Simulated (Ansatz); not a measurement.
Consider the hydrogenolysis of the Si–O bond: `CO[SiH](Cl)O[SiH3]` + H₂ → `CO[SiH2]Cl` + silanol.

Program: Ansatz. Geometries: PBE0-D4/def2-TZVP. ΔE: electronic, gas phase. CCSD(T)/CBS adds triple-zeta CCSD(T) − MP2 to the extrapolated MP2 energy (def2 sets, frozen cores). This one scheme is used for every species. Functionals use def2-TZVPP. Each species was taken in one conformer, which may not be the lowest.

| level | ΔE (kcal/mol) |
| --- | --- |
| ωB97M-V | 27.5 |
| B2PLYP | 26.5 |
| CCSD(T)/def2-TZVPP | 27.3 |
| CCSD/CBS(def2) | 27.3 |

What does CCSD(T)/CBS give? (Best estimate.)

The calculation gave: +27.9 kcal/mol. The listed levels differ from it by -0.4, -1.4, -0.6, -0.6 kcal/mol.

Largest T1 diagnostic among the species: 0.011.

In def2-TZVPP, CCSD(T) changes the Hartree–Fock value by +1.4 kcal/mol (the triples alone add +0.5 kcal/mol) and MP2 by +2.7 kcal/mol. From PBE to PBE0 (25 % exact exchange), in def2-TZVPP and without D4, ΔE moves by +0.9 kcal/mol.
